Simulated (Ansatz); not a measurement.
Born–Oppenheimer molecular dynamics of FH$_{5}$O$_{2}$Sn (9 atoms, charge 0, multiplicity 1). It starts from a rough guess of a transition structure, not a stationary point.

Method: UKS BHLYP/def2-SVP (Ansatz 0.2.0).

```
ensemble                      : NVE (velocity Verlet)
time step                     : 0.5 fs
steps asked                   : 150
starting velocities drawn for : 1000 K
seed                          : 733120
```

Frames 5 fs apart, positions in Å, forces in eV/Å.

Velocities at 10.0 fs (Å/ps):

```
Sn 0.05 -1.59 0.24
F 5.92 2.84 5.63
H -5.37 -6.24 -20.30
H 33.31 10.23 -48.49
H -36.53 -21.10 14.18
H 35.77 8.84 10.59
O -9.73 15.43 -2.24
O 0.93 -6.39 -3.10
H -5.03 -0.97 -6.19
```

```xyz
9
Properties=species:S:1:pos:R:3:forces:R:3 time_fs=10.0 energy_less_start_eV=0.099 T=892
Sn -0.296 0.978 -0.720 -0.22 -1.58 -0.63
F 1.004 1.102 1.313 0.48 3.34 1.35
H -0.943 0.086 -2.061 0.09 0.39 0.27
H -1.433 1.903 0.123 -0.24 -0.30 0.18
H 1.030 1.952 -0.971 0.40 0.09 -0.57
H 0.844 0.250 1.075 0.20 -3.99 -0.09
O 0.537 -0.950 0.170 -0.39 2.06 -0.44
O -0.440 -1.810 0.695 -0.23 0.00 -0.10
H -0.204 -2.631 0.263 -0.08 -0.01 0.02
9
Properties=species:S:1:pos:R:3:forces:R:3 time_fs=15.0 energy_less_start_eV=0.056 T=940
Sn -0.296 0.968 -0.720 0.01 -1.96 -0.80
F 1.035 1.125 1.346 0.13 -2.89 -0.19
H -0.948 0.112 -2.105 0.17 0.33 0.47
H -1.374 1.973 -0.039 -1.14 0.33 0.87
H 0.992 1.915 -0.988 1.17 0.44 -0.69
H 1.047 0.054 1.144 -0.50 2.37 0.15
O 0.484 -0.862 0.158 -0.38 0.03 0.60
O -0.437 -1.838 0.680 0.28 0.90 -0.30
H -0.214 -2.649 0.210 0.26 0.45 -0.11
9
Properties=species:S:1:pos:R:3:forces:R:3 time_fs=20.0 energy_less_start_eV=-0.059 T=1060
Sn -0.296 0.954 -0.721 0.34 1.64 -0.08
F 1.069 1.123 1.380 0.13 2.73 0.93
H -0.926 0.205 -2.067 -0.38 -0.29 -0.64
H -1.518 2.069 -0.032 0.75 -0.97 -0.07
H 1.164 1.944 -1.145 -1.06 -0.93 0.23
H 1.160 0.236 1.253 -0.02 -2.49 -0.35
O 0.426 -0.773 0.152 -0.48 -1.58 0.72
O -0.430 -1.851 0.660 0.45 1.84 -0.47
H -0.165 -2.594 0.121 0.26 0.06 -0.29
9
Properties=species:S:1:pos:R:3:forces:R:3 time_fs=25.0 energy_less_start_eV=0.002 T=1000
Sn -0.296 0.943 -0.723 -0.60 1.74 -1.14
F 1.105 1.139 1.423 0.83 -3.18 0.03
H -0.974 0.248 -2.137 -0.14 -0.11 -0.01
H -1.528 1.970 -0.019 0.59 -0.58 0.06
H 1.138 1.789 -1.264 -0.54 -0.40 0.36
H 1.222 0.103 1.292 -1.08 3.55 -0.02
O 0.362 -0.707 0.159 0.52 -2.23 1.58
O -0.415 -1.840 0.632 0.75 1.12 -1.28
H -0.076 -2.489 0.000 -0.34 0.09 0.42
9
Properties=species:S:1:pos:R:3:forces:R:3 time_fs=30.0 energy_less_start_eV=0.108 T=885
Sn -0.297 0.935 -0.727 -2.04 -0.76 -2.64
F 1.147 1.142 1.469 0.46 5.70 1.38
H -1.055 0.267 -2.212 0.19 0.21 0.74
H -1.436 1.763 0.033 -1.01 0.90 1.03
H 1.036 1.561 -1.321 1.71 0.89 -0.36
H 1.124 0.300 1.300 -0.28 -5.50 -0.98
O 0.306 -0.672 0.188 1.49 -1.12 1.23
O -0.392 -1.810 0.588 -0.36 0.32 -0.39
H -0.039 -2.403 -0.068 -0.18 -0.65 -0.02
9
Properties=species:S:1:pos:R:3:forces:R:3 time_fs=35.0 energy_less_start_eV=0.091 T=901
Sn -0.302 0.927 -0.736 -0.93 2.08 -1.62
F 1.196 1.166 1.523 -0.86 -3.29 -1.07
H -1.103 0.322 -2.136 -0.12 -0.13 0.10
H -1.489 1.702 0.265 0.62 -0.03 -0.36
H 1.207 1.486 -1.413 -0.65 0.06 0.59
H 0.941 0.147 1.227 0.72 2.92 0.93
O 0.273 -0.654 0.235 2.86 0.35 0.99
O -0.373 -1.780 0.536 -1.67 -2.10 0.33
H -0.056 -2.421 -0.107 0.04 0.13 0.12
9
Properties=species:S:1:pos:R:3:forces:R:3 time_fs=40.0 energy_less_start_eV=0.043 T=950
Sn -0.308 0.922 -0.748 -0.32 1.71 -0.25
F 1.236 1.165 1.569 1.52 3.85 1.12
H -1.184 0.350 -2.043 -0.45 -0.30 -0.59
H -1.435 1.662 0.435 0.93 -0.08 -0.95
H 1.277 1.447 -1.389 -1.16 0.01 0.62
H 0.898 0.393 1.329 -1.15 -3.97 -0.53
O 0.280 -0.633 0.296 2.33 0.36 0.11
O -0.379 -1.777 0.489 -2.08 -1.97 0.61
H -0.056 -2.429 -0.136 0.39 0.38 -0.14
9
Properties=species:S:1:pos:R:3:forces:R:3 time_fs=45.0 energy_less_start_eV=-0.075 T=1085
Sn -0.316 0.920 -0.761 -1.47 -0.40 -0.83
F 1.284 1.183 1.619 -1.85 -2.91 -0.41
H -1.341 0.319 -2.046 0.43 0.10 0.41
H -1.198 1.620 0.418 -0.64 0.84 0.45
H 1.129 1.428 -1.246 1.18 0.73 -0.61
H 0.782 0.255 1.449 2.02 2.72 0.43
O 0.320 -0.608 0.361 0.52 -1.27 0.51
O -0.414 -1.800 0.451 -0.31 0.21 -0.05
H 0.026 -2.362 -0.190 0.12 -0.01 0.09
9
Properties=species:S:1:pos:R:3:forces:R:3 time_fs=50.0 energy_less_start_eV=-0.175 T=1193
Sn -0.326 0.918 -0.776 -0.11 -0.54 0.48
F 1.319 1.183 1.668 2.48 5.32 0.65
H -1.415 0.304 -1.979 0.48 0.12 0.29
H -1.071 1.754 0.467 -0.43 0.45 -0.05
H 1.171 1.552 -1.210 0.00 0.12 -0.41
H 0.954 0.411 1.618 -2.22 -5.12 -0.36
O 0.369 -0.601 0.431 -1.12 -1.44 -0.37
O -0.452 -1.823 0.411 1.40 1.51 -0.59
H 0.121 -2.286 -0.209 -0.49 -0.42 0.35
9
Properties=species:S:1:pos:R:3:forces:R:3 time_fs=55.0 energy_less_start_eV=0.233 T=747
Sn -0.336 0.916 -0.789 2.02 1.58 3.01
F 1.364 1.205 1.722 -1.23 -3.84 0.44
H -1.401 0.298 -1.865 -0.48 -0.53 -0.73
H -1.045 1.978 0.499 0.26 -0.79 -1.22
H 1.230 1.704 -1.276 -1.35 -0.79 0.02
H 1.013 0.203 1.743 1.22 3.99 -0.65
O 0.402 -0.615 0.497 -1.74 -1.10 -0.97
O -0.473 -1.823 0.366 1.40 1.96 0.10
H 0.138 -2.317 -0.177 -0.10 -0.49 0.01
9
Properties=species:S:1:pos:R:3:forces:R:3 time_fs=60.0 energy_less_start_eV=-0.020 T=1027
Sn -0.343 0.915 -0.797 0.39 -0.90 1.80
F 1.403 1.207 1.781 1.97 6.82 0.34
H -1.454 0.197 -1.875 0.28 -0.02 0.11
H -0.984 2.054 0.286 -0.37 -0.13 0.00
H 1.026 1.700 -1.353 0.41 -0.14 -0.49
H 1.182 0.397 1.757 -1.95 -6.73 -0.29
O 0.409 -0.645 0.546 -1.60 -0.22 -1.95
O -0.473 -1.796 0.320 0.84 0.97 0.23
H 0.108 -2.431 -0.117 0.02 0.36 0.24
9
Properties=species:S:1:pos:R:3:forces:R:3 time_fs=65.0 energy_less_start_eV=0.074 T=921
Sn -0.349 0.913 -0.801 0.04 -2.28 0.70
F 1.449 1.230 1.842 -0.91 -4.01 -0.52
H -1.455 0.081 -1.873 0.56 0.23 0.53
H -1.014 2.111 0.074 -0.76 0.63 0.89
H 0.907 1.657 -1.547 1.03 0.06 -0.57
H 1.205 0.223 1.723 0.63 3.85 0.27
O 0.394 -0.677 0.568 -0.43 1.49 -1.77
O -0.461 -1.754 0.278 -0.48 -0.41 0.33
H 0.095 -2.486 -0.009 0.32 0.45 0.14
```

Of the whole run (75 fs, mean temperature of the second half 1036 K): The conserved energy stayed within 0.86 meV per atom of its start (net change -0.35 meV per atom), so the integration is sound. A run of 0.075 ps of so small a system gives no equilibrium averages. The orbitals stay closed-shell, which can raise the energy where a bond breaks towards radicals; this wasn't checked here.

Run time: 17 min on 2 threads of Arm Neoverse N1, with other jobs on the host, peak memory 0.27 GiB.
